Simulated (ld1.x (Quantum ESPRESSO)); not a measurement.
**Se (Z = 34): one change to a TM potential, before and after**

```json
{
 "Element": "selenium",
 "Generator": "ld1.x (Quantum ESPRESSO) 7.5",
 "Type": "norm-conserving Troullier–Martins (Kleinman–Bylander form)",
 "Functional": "PBE",
 "Relativity": "fully relativistic",
 "Frozen core": "[Ar] 3d10",
 "Valence charge": "6",
 "Reference configuration": "4s2 4p2 (charge +2)",
 "Partial waves": "4p (bound): rc 1.20 bohr; 4d channel at 0.4 Ry: rc 1.10 bohr; 4s (bound): rc 1.20 bohr",
 "Local potential": "the s channel",
 "Core correction": "none"
}
```

Open shells are filled in proportion to 2j + 1 (rel_dist='average').

Change: wave 4s (bound): rc 1.20 bohr becomes 4s (bound): rc 1.10 bohr.

Cutoffs: the cutoffs (Ry, on a coarse ladder) from which the occupation-weighted sum of valence levels, in a spherical-Bessel basis at the reference potential, stays within 10 and 1 mRy of its value at 400 Ry; they do not see the model core or the augmentation charge, which bear on the density cutoff. Errors are all-electron minus pseudo energies relative to the spin-unpolarised reference configuration.

How do hardness, ghosts and transferability respond?

The potential gets harder (100 Ry and 230 Ry → 110 Ry and 300 Ry); both files keep a bound ghost (d, p); of the 7 tests that both files solve, the error grows in 7 and shrinks in 0 by more than 15 % and 0.3 meV (median size 1.7 → 24.9 meV). A smaller radius makes the pseudo-wave follow the all-electron one further in, where it bends more sharply, so more plane waves are needed. That the errors move this way runs against the usual rule that smaller radii transfer better.

```csv
quantity,base,changed
"cutoff, loose",100 Ry,110 Ry
"cutoff, tight",230 Ry,300 Ry
loose cutoff by channel (10 mRy a level),"p 90 Ry, s 50 Ry","p 90 Ry, s 70 Ry"
bound ghosts,"p3/2, d5/2, d3/2, p1/2","p3/2, d5/2, d3/2, p1/2"
"error for 4s2 4p4, meV [ΔE -31.20 eV]",+1.2,+22
"error for 4s2 4p3, meV [ΔE -20.35 eV]",+0.5,+9.7
"error for 4s2 4p1, meV [ΔE 30.87 eV]",+4.8,+37
"error for 4s2 4p4.3, meV [ΔE -32.80 eV]",+1.7,+25
"error for 4s0 4p6, meV [ΔE -9.25 eV]",+71,+93
"error for 4s2 4p3.5, meV [ΔE -26.89 eV]",+0.8,+16
"error for 4s1 4p5, meV [ΔE -20.33 eV]",+21,+37
s: phases at 1.31 bohr within 0.05 rad from the reference energy up to (Ry; the scan ends near 5),-1.0,-1.4
p1/2: phases at 1.31 bohr within 0.05 rad from the reference energy up to (Ry; the scan ends near 5),-1.4,n/a
p3/2: phases at 1.31 bohr within 0.05 rad from the reference energy up to (Ry; the scan ends near 5),-0.1,-0.3
d3/2: phases at 1.31 bohr within 0.05 rad from the reference energy up to (Ry; the scan ends near 5),2.0,2.0
d5/2: phases at 1.31 bohr within 0.05 rad from the reference energy up to (Ry; the scan ends near 5),2.0,2.1
```

 A true bound ghost makes a file unfit for plane-wave use even where its test errors are small: the radial tests pick states by their node count and pass the ghost by.
